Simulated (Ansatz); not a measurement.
Two isomers of C2H7GeNO: A = `CO[C](=N)[GeH3]`, B = `C=C(N)[O][GeH3]`.

Isolated molecules relaxed with PBE0-D4/def2-TZVP in Ansatz; ΔE leaves out vibrations. CCSD(T)/CBS is the MP2 limit (def2-TZVPP, def2-QZVPP) plus CCSD(T) − MP2 in def2-TZVPP, frozen cores. DFT in def2-TZVPP. B3LYP here is the variant with VWN-RPA as its local correlation; programs differ in this. For Ge outer-core shells are correlated without core-valence functions, which leaves a few kJ/mol of doubt a bond. Scalar relativity is left out up to krypton. Each species was taken in one conformer, which may not be the lowest.

Question: Which is lower in electronic energy at CCSD(T)/CBS, and by how much? (An estimate is asked.)

Answer: Computed: B, by 13.1 kcal/mol.

Question: Give E(B) − E(A) in kcal/mol with B3LYP, B2PLYP, r2SCAN-D4, B3LYP-D4, MP2/def2-TZVPP, CCSD/def2-TZVPP, PBE0-D4. (Estimate.)

Answer: Computed: B3LYP -12.5, B2PLYP -12.9, r2SCAN-D4 -13.1, B3LYP-D4 -13.1, MP2/def2-TZVPP -13.9, CCSD/def2-TZVPP -13.3, PBE0-D4 -13.2. None reverses the order clearly.

Largest T1 diagnostic: 0.013.

From PBE to PBE0 (25 % exact exchange), in def2-TZVPP and without D4, E(B) − E(A) moves by −1.9 kcal/mol. In def2-TZVPP, CCSD(T) changes the Hartree–Fock value by +2.8 kcal/mol (the triples alone add +0.7 kcal/mol) and MP2 by +1.5 kcal/mol.
